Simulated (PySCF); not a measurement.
Job file and geometry (Å, from GFN2-xTB) of an NMR shielding run on `C=CO[Si@H]1CCOC1`, C$_{5}$H$_{10}$O$_{2}$Si, GIAO PBE0/pcSseg-1 NMR shielding, non-relativistic, gas phase (PySCF 2.14.0, density-fitted response routines); density fitting, a coarse starting grid and PySCF grid level 2 are the driver's defaults:

```
$ OMP_NUM_THREADS=1 python probes_run.py task.json out

{"job": {"kind": "nmr", "xc": "PBE0", "basis": "pcSseg-1"}, "charge": 0, "multiplicity": 1}
C      3.008080    -0.691990    -0.297704
C      2.571684     0.274938     0.486902
O      1.322622     0.779136     0.504528
Si     0.018341     0.476911    -0.425787
C     -0.975747    -1.106893    -0.044684
C     -2.213673    -0.540714     0.671418
O     -2.529711     0.742752     0.185843
C     -1.385725     1.582490     0.231459
H      4.024812    -1.031249    -0.243461
H      2.358116    -1.166447    -1.010913
H      3.208163     0.764058     1.214625
H      0.301346     0.636527    -1.852769
H     -0.473148    -1.835675     0.588189
H     -1.287338    -1.618993    -0.953189
H     -2.015070    -0.484204     1.752983
H     -3.103706    -1.151655     0.510577
H     -1.622282     2.447110    -0.383681
H     -1.215524     1.930217     1.259727
```

Q: What does the program print?

A: 
```
coarse grid: 15432 points
cycle   1  E = -635.7253756501  dE =  1.149e+00  |g| = 7.982e-01  |ddm| = 3.794e+00
cycle   2  E = -635.6153441223  dE =  1.100e-01  |g| = 1.123e+00  |ddm| = 1.510e+00
cycle   3  E = -635.8445235416  dE = -2.292e-01  |g| = 1.248e-01  |ddm| = 9.888e-01
cycle   4  E = -635.8470812847  dE = -2.558e-03  |g| = 5.107e-02  |ddm| = 1.127e-01
cycle   5  E = -635.8476594867  dE = -5.782e-04  |g| = 1.713e-02  |ddm| = 4.904e-02
cycle   6  E = -635.8477242451  dE = -6.476e-05  |g| = 5.610e-03  |ddm| = 1.686e-02
cycle   7  E = -635.8477305574  dE = -6.312e-06  |g| = 1.184e-03  |ddm| = 4.613e-03
final grid: 144104 points
cycle   8  E = -635.9167747405  dE = -2.266e-05  |g| = 1.404e-02  |ddm| = 2.423e-02
cycle   9  E = -635.9167290743  dE =  4.567e-05  |g| = 2.122e-02  |ddm| = 2.091e-02
cycle  10  E = -635.9168112373  dE = -8.216e-05  |g| = 1.632e-03  |ddm| = 1.347e-02
cycle  11  E = -635.9168118330  dE = -5.957e-07  |g| = 3.247e-04  |ddm| = 1.598e-03
cycle  12  E = -635.9168118500  dE = -1.703e-08  |g| = 1.692e-04  |ddm| = 3.485e-04
cycle  13  E = -635.9168118564  dE = -6.395e-09  |g| = 3.177e-05  |ddm| = 1.497e-04
cycle  14  E = -635.9168118566  dE = -1.894e-10  |g| = 1.134e-05  |ddm| = 3.606e-05
converged SCF energy = -635.9168118566

GIAO shielding tensors (ppm)
atom      isotropic    diamagn.    paramagn.     s11        s22        s33       span
  0 C       90.938     259.444    -168.506     -6.564    117.482    161.898    168.462
  1 C       30.138     244.810    -214.672    -80.908     64.491    106.831    187.739
  2 O      218.176     398.659    -180.483    146.133    205.335    303.059    156.926
  3 Si     348.883     882.108    -533.225    293.763    364.868    388.017     94.254
  4 C      170.048     257.072     -87.024    154.020    173.882    182.240     28.220
  5 C      114.144     246.080    -131.936     73.815    102.799    165.819     92.004
  6 O      291.604     394.791    -103.187    238.772    267.947    368.094    129.321
  7 C      125.990     254.789    -128.798     89.789    106.207    181.975     92.186
  8 H       27.267      27.889      -0.622     25.598     26.161     30.043      4.446
  9 H       27.302      34.264      -6.962     24.762     25.862     31.283      6.521
 10 H       25.024      27.723      -2.699     21.421     26.475     27.177      5.756
 11 H       26.461      30.869      -4.408     23.082     24.643     31.658      8.577
 12 H       30.777      33.596      -2.818     26.574     28.601     37.157     10.583
 13 H       30.777      32.551      -1.774     25.564     28.669     38.099     12.536
 14 H       28.197      30.709      -2.512     22.676     27.842     34.074     11.397
 15 H       27.318      28.849      -1.531     22.035     26.767     33.153     11.118
 16 H       27.734      30.494      -2.760     23.860     26.555     32.788      8.927
 17 H       28.481      31.405      -2.924     23.587     27.404     34.452     10.865
```

Q: Turn these shieldings into chemical shifts. δ = σ(ref) − σ, references computed at the same level: TMS for $^{13}$C (σ = 186.93 ppm), $^{29}$Si (σ = 349.16 ppm), $^{1}$H (σ = 31.72 ppm); $^{17}$O (σ = 336.08 ppm) against H2O.

A: Averaging equivalent atoms: C 1: 156.8; C 0: 96.0; C 5: 72.8; C 7: 60.9; C 4: 16.9; O 2: 117.9; O 6: 44.5; Si 3: 0.3; H 10: 6.69; H 11: 5.26; H 8: 4.45; H 9: 4.41; H 15: 4.40; H 16: 3.98; H 14: 3.52; H 17: 3.24; H 13: 0.94; H 12: 0.94 ppm. Experimental scales use liquid or dissolved standards, which lie at an offset from isolated H2O (liquid H2O: subtract about 36 ppm).

Size and cost of the density-fitted run: 193 basis functions, 60 s wall time on 1 thread of an Arm Neoverse N1, shared host; peak memory 0.85 GiB.
